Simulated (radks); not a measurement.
Problem. All-electron atom: the phosphorus ion P2+ in [Ne] 3s2 6d1 (not the ground configuration). Calculated with a radial shooting solver on a logarithmic mesh with Libxc functionals: scalar-relativistic Kohn-Sham, PBE, spin-unpolarised, spherical densities, point nucleus. Some entries of the table are withheld. Estimate them.

orbital,occ.,eigenvalue (Ry),<1/r> (bohr^-1),r(max) (bohr)
1s,2,-155.9204,14.65,0.06764
2s,2,-15.41912,(1),0.4183
2p,6,-11.79045,2.719,(2)
3s,2,(3),(4),1.475
6d,1,-0.25582,0.09919,16.13

Solution. 
(1) 2s <1/r> (bohr^-1): 2.828
(2) 2p r(max) (bohr): 0.3534
(3) 3s eigenvalue (Ry): -3.17138
(4) 3s <1/r> (bohr^-1): 0.8220
